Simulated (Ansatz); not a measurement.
**How methods differ on C2H4ClSi (SMILES C=C[SiH]Cl)**

The species is C2H4ClSi (8 atoms), meant as a doublet with charge 0. As SMILES, `C=C[SiH]Cl`. The shape was relaxed beforehand at B3LYP/def2-SVP.

```xyz
8

C     0.6609    1.0501   -0.6639
C     0.6159   -0.0624    0.0920
Si   -0.9238   -0.6470    0.9513
Cl   -1.0201   -2.7349    0.9893
H    -0.2342    1.6457   -0.8792
H     1.5954    1.4121   -1.1073
H     1.5476   -0.6121    0.2794
H    -2.1493   -0.1087    0.2824
```

Quantity: the dissociation energy of the H6–C1 bond into doublet H and singlet C2H3ClSi (shapes relaxed at B3LYP/def2-SVP, no zero-point term), in eV. The values are calculated.

```csv
level,kind,program,value (eV),CPU time (all runs)
UHF/def2-SVP,Hartree–Fock,Ansatz,2.74,3.2 s
USVWN5/def2-SVP,LDA,Ansatz,2.85,2.6 s
U-r2SCAN/def2-SVP,meta-GGA,Ansatz,2.81,12 s
UPBE0-D4/def2-SVP,global hybrid,Ansatz,2.74,7.3 s
U-wB97M-V/def2-SVP,range-separated hybrid,Ansatz,2.64,32 s
UCAM-B3LYP/def2-SVP,range-separated hybrid,Ansatz,2.83,7.8 s
UB2PLYP/def2-SVP,double hybrid,Ansatz,2.73,8.7 s
UMP2/def2-SVP,perturbation theory,Ansatz,2.29,3.3 s
```

Correlated wave functions underbind in double-zeta sets. The values span 2.29 to 2.85 eV. Spin contamination of the reference (⟨S²⟩ at least 0.1 too high) touches UHF/def2-SVP, UMP2/def2-SVP (up to 0.15 too high). A fragment with an even electron count was run as a singlet and may have a lower triplet. Measured bond enthalpies also hold zero-point and thermal terms, a few tenths of an eV less. In so small a basis fixed costs decide the times, and correlated methods can beat functionals. Times are those of the runs behind each value, whatever else they computed, on shared processors of several kinds: orders of magnitude only.
